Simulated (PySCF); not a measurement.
Coordinates in bohr (charge 0 multiplicity 1):
```
Zn    0.0000    0.0000    0.0000
H     0.0000    0.0000    2.9189
H     0.0000    0.0000   -2.9189
```

Level of theory: PBE0/[Zn def2-TZVP, H def2-TZVP], no relativity, density fitting, PySCF.

This geometry of ZnH2 is a stationary point at this level.

What is the point group?

D∞h.

Is it a minimum?

Yes: all harmonic wavenumbers are real.

What are the dipole moment and the gap between the highest occupied and lowest empty levels?

0.00 D and 7.34 eV.

Give the ideal-gas entropy at 298.15 K and 1 bar by parts.

translation 161.1, rotation 36.5, vibration 3.1, spin 0.0; total 200.7 J/(mol K).

What is the atomisation energy, with and without zero-point energy?

424 kJ/mol without, 394 kJ/mol with.
